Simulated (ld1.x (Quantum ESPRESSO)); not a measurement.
# Logarithmic derivatives: cerium, RRKJ

```
Element                 : Ce
Generator               : ld1.x (Quantum ESPRESSO) 7.5
Type                    : norm-conserving RRKJ (Kleinman–Bylander form)
Functional              : LDA (PZ)
Relativity              : scalar-relativistic
Frozen core             : [Kr] 4d10
Valence charge          : 12
Reference configuration : 4f0 5s2 5p6 5d2 6s2 6p0
Partial waves           : 5s (bound): rc 2.65 bohr; 5p (bound): rc 2.35 bohr; 4f (bound, empty): rc 0.90 bohr; 5d (bound): rc 3.15 bohr
Local potential         : the d channel
Core correction         : none
```

Occupied shells without a wave of their own: 6s. They enter only through the test configuration that unscreens the potential.

The phase is arctan(r·u′/u) with u = r·R(r), unwrapped; energies in Ry, scanned from -5 to 5 Ry. A pole is an energy at which the radial function vanishes at the test radius. The pseudo phase is shifted by a multiple of π to meet the all-electron one at the reference energy, and phase errors are pseudo minus all-electron; the curves can meet again beyond the range given. Levels narrower than the energy grid can be missing from the lists of poles.

```tsv
channel	radius (bohr)	reference energy (Ry)	poles, all-electron	poles, pseudo	unbroken range about the reference energy with phases within 0.05 rad	phase error 1 Ry above the reference energy (rad)
s	3.39	-3.24	-3.21, 1.50	-3.21, 1.85	below -0.8	+0.002
p	3.39	-1.90	-1.82, 2.48	-1.82, 1.73	below -0.3	-0.007
d	3.39	-0.31	0.12, 4.25	0.12, 4.09	below 1.6	-0.002
f	3.39	-0.86	-0.84, 2.33	-0.84, 2.62	below 0.6	+0.009
```

The potential misses its own reference levels by up to 0.4 eV.

Phases in the d channel:

```tsv
E (Ry)	all-electron	pseudo
-5.00	1.435	1.435
-4.48	1.427	1.427
-3.96	1.417	1.417
-3.44	1.405	1.405
-2.92	1.389	1.389
-2.40	1.366	1.366
-1.88	1.332	1.332
-1.36	1.269	1.269
-0.84	1.082	1.081
-0.32	-0.897	-0.897
0.20	-1.608	-1.608
0.72	-1.769	-1.771
1.24	-1.967	-1.976
1.76	-2.675	-2.761
2.28	-4.151	-4.203
2.80	-4.495	-4.516
3.32	-4.612	-4.626
3.84	-4.676	-4.689
4.36	-4.721	-4.736
4.88	-4.761	-4.781
```
